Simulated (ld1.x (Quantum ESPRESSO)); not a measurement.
**Configuration tests for Bi (TM semilocal)**

```
Element                 : bismuth (Bi)
Generator               : ld1.x (Quantum ESPRESSO) 7.5
Type                    : norm-conserving Troullier–Martins (semilocal form)
Functional              : PBE
Relativity              : scalar-relativistic
Frozen core             : [Xe]
Valence charge          : 29
Reference configuration : 4f14 5d10 6s2 6p2 (charge +1)
Partial waves           : 6p (bound): rc 2.00 bohr; 5d (bound): rc 1.15 bohr; 4f (bound): rc 0.40 bohr; 6s (bound): rc 2.00 bohr
Local potential         : the s channel
Core correction         : none
```

Energies are relative to the spin-unpolarised reference configuration 4f14 5d10 6s2 6p2; without spin polarisation the order of configurations can differ from experiment.

| valence configuration | charge | ΔE all-electron (eV) | error AE − PS (meV) |
| --- | --- | --- | --- |
| 4f14 5d10 6s2 6p3 | 0 | -7.913 | +6.0 |
| 4f14 5d10 6s2 6p1 | +2 | 15.247 | -4.0 |
| 4f14 5d10 6s2 6p0 | +3 | 38.590 | -5.4 |
| 4f14 5d10 6s2 6p3.3 | -0.3 | -9.006 | +7.8 |
| 4f14 5d9 6s2 6p3 | +1 | 25.409 | -98 |
| 4f13 5d10 6s2 6p3 | +1 | 158.740 | -2219 |
| 4f14 5d10 6s1 6p0 | +4 | 83.995 | +21 |

A Bessel basis up to 400 Ry misses an occupied level by 7.33 Ry, so cutoffs and ghosts were not judged.
